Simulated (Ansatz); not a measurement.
Molecule: sum formula SiBr2Cl, charge 0, multiplicity 2. It need not be the lowest isomer of its formula. SMILES: Cl[Si](Br)Br
Structure (B3LYP-D3(BJ)/def2-TZVP (Ansatz, a quantum-chemistry and plane-wave program) minimum search):
```
Si
Cl 1 2.0607
Br 1 2.2341 2 109.41
Br 1 2.2341 2 109.41 3 120.93
```
Charge 0, spin multiplicity 2.

Computed values are from Ansatz. Cores are frozen in the correlated levels unless marked. UHF or UKS for open shells. Spin-orbit coupling is left out. Frozen are the shells of the preceding noble gas and the d and f shells that filled before the atom's block. Non-relativistic. CBS(X,Y): correlation extrapolated as X^-3; Hartree-Fock from the larger set.

The atomisation energy De is 1041.0 kJ/mol at CCSD(T)/CBS(def2-TZVPP,def2-QZVPP) and the total energy comes out as -5894.3129 Eh at CCSD(T)/CBS(def2-TZVPP,def2-QZVPP). The dipole moment is 0.54 D at CCSD(T)/def2-SVPD. The T1 diagnostic is 0.013 at CCSD/def2-QZVPP.
